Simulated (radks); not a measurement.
Results of a calculation; reference values are marked as such.
Ionisation of neutral niobium, [Kr] 4d4 5s1, to Nb+, [Kr] 4d4, under several functionals. Dirac Kohn-Sham, spin-unpolarised, spherical densities, point nucleus; open shells fill j = l - 1/2 first; a radial shooting solver on a logarithmic mesh with Libxc functionals.

functional	E(Nb) (hartree)	Exc (hartree)	IE (eV)	-e(HOMO) (eV)	<r> HOMO (bohr)	IE error (eV)
B86b exchange with PBE correlation	-3820.66922	-119.43514	6.634	3.078	2.206	-0.124
XLYP	-3821.07087	-119.83320	6.669	2.963	2.220	-0.090
HCTH/407	-3822.61057	-121.53601	6.563	3.210	2.172	-0.196
exchange-only LDA	-3812.28702	-110.91171	6.029	2.245	2.262	-0.730
revPBE	-3820.31968	-119.08281	6.496	3.010	2.203	-0.263
Wu-Cohen GGA	-3819.51247	-118.26278	6.605	3.068	2.204	-0.154

NIST Atomic Spectra Database: 6.759 eV (measured). Closest: XLYP. The Delta-SCF values span 0.64 eV, the total energies 10.32 hartree. The highest occupied level is 4d3/2. Spin polarisation and multiplet splitting are left out, so open shells lie too high by an amount that depends on their filling.

Beside tabulated values, note that spin-unpolarised runs miss the spin-polarisation part of the exchange energy of open shells.
